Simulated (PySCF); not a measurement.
# How methods differ on the excitation energy of O

O [He] 2s2 2p4 (3P) → O [He] 2s1 2p5 (3P), as a difference of total energies. All numbers are calculated (PySCF 2.14, no relativity, point nucleus, in aug-cc-pVQZ with one added diffuse shell each of s, p, d, f, g type (7s6p5d4f3g, 105 functions)). Correlated levels: valence: 1s2 frozen. The calculations carry no spin-orbit coupling.

```csv
method,excitation energy (eV)
UHF,16.854
PBE,14.488
r2SCAN,15.138
BHandHLYP,15.711
r2SCAN0,15.529
revPBE,14.533
PBEsol,14.429
MP2 (valence),15.994
SCS-MP2 (valence),15.931
```

Estimate what LDA gives.

14.289 eV, closest to PBEsol among the rows shown.

Estimate what PBE0 gives.

15.137 eV, closest to r2SCAN among the rows shown.

The upper state lies above the first ionisation limit, where it may autoionise and the basis confines it.
